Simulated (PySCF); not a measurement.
BH5N, SMILES B[NH3+], charge +1. Atoms are numbered in the order given.

```xyz
7

B      0.9218    -0.0087     0.0000
N     -0.6333    -0.0076     0.0000
H      1.4314     0.0060     1.0659
H      1.4314     0.0060    -1.0659
H     -0.9596     0.9693     0.0000
H     -1.0394    -0.4422     0.8337
H     -1.0394    -0.4422    -0.8337
```
Charge +1, spin multiplicity 1.

Geometry: ωB97X-D3(BJ)/def2-TZVP. The isomer is the one that the SMILES or the coordinates give; other isomers of the formula were not compared.

These are PySCF with TDDFT-PBE0/def2-TZVPD values and carry that method's errors.

Vertical excitations. Gas-phase values at a fixed geometry. State labels are in the subgroup Cs.

Computed lowest excited states:
```
state  symmetry  energy (eV)  λ (nm)      f                                              main pairs
-----  --------  -----------  ------  -----  ------------------------------------------------------
S1           A"         6.17     201  0.000                                         HOMO→LUMO 100 %
S2           A'         8.10     153  0.038                                        HOMO−1→LUMO 99 %
S3           A"         9.35     133  0.003                                        HOMO→LUMO+1 99 %
S4           A'        11.06     112  0.054                                      HOMO−1→LUMO+1 91 %
S5           A"        11.19     111  0.015                                        HOMO→LUMO+2 99 %
S6           A'        11.34     109  0.086                                        HOMO→LUMO+3 91 %
S7           A"        11.91     104  0.161                                        HOMO→LUMO+4 98 %
S8           A'        12.48      99  0.004  HOMO→LUMO+6 53 %, HOMO−2→LUMO 32 %, HOMO−1→LUMO+2 11 %
S9           A"        12.52      99  0.033                                        HOMO→LUMO+5 92 %
S10          A"        12.64      98  0.000                                        HOMO−4→LUMO 95 %
T1           A"         5.24     237      0                                          HOMO→LUMO 99 %
T2           A'         6.76     183      0                                        HOMO−1→LUMO 97 %
T3           A"         9.15     135      0                                        HOMO→LUMO+1 97 %
T4           A'        10.56     117      0                                      HOMO−1→LUMO+1 95 %
```
Triplets are in the Tamm–Dancoff approximation, which puts them higher than full response would, so one can lie above its singlet here.
